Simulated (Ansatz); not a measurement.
`O[SiH](O)Br` + `O[SiH2]S` → `O[SiH2]S[SiH](O)O` + HBr  (ligand exchange at the Si–Br bond)

Computed with Ansatz on PBE0-D4/def2-TZVP structures; ΔE is electronic, products minus reactants. CCSD(T)/CBS is the MP2 limit (def2-TZVPP, def2-QZVPP) plus CCSD(T) − MP2 in def2-TZVPP, frozen cores. DFT in def2-TZVPP. For Br outer-core shells are correlated without core-valence functions, which leaves a few kJ/mol of doubt a bond. Scalar relativity is left out up to krypton. Each species was taken in one conformer, which may not be the lowest.

Task: Is it downhill or uphill in electronic energy at CCSD(T)/CBS, and by how much? (Best estimate.)

Result: The calculation gave: Uphill: ΔE = +0.30 eV.

Task: What do these levels give: PBE-D4, r2SCAN-D4, ωB97X-V, B2PLYP, PBE, PBE0, MP2/def2-TZVPP, CCSD(T)/def2-TZVPP, HF/def2-QZVPP, MP2/def2-QZVPP, SCS-MP2/def2-QZVPP, CCSD/CBS(def2)? (An estimate is asked.)

Result: Computed: PBE-D4 0.24, r2SCAN-D4 0.28, ωB97X-V 0.30, B2PLYP 0.35, PBE 0.31, PBE0 0.33, MP2/def2-TZVPP 0.28, CCSD(T)/def2-TZVPP 0.28, HF/def2-QZVPP 0.51, MP2/def2-QZVPP 0.30, SCS-MP2/def2-QZVPP 0.33, CCSD/CBS(def2) 0.34 eV.

Largest T1 diagnostic among the species: 0.012.

In def2-TZVPP, CCSD(T) changes the Hartree–Fock value by −0.23 eV (the triples alone add −0.04 eV) and MP2 by −0.23 eV. The D4 term adds −0.12 eV with B3LYP and −0.07 eV with PBE0; it sums over pairs of atoms, weighted by their polarisabilities, and B3LYP, whose exchange is more repulsive, gets the larger term.

B3LYP here is the variant with VWN-RPA as its local correlation; programs differ in this.
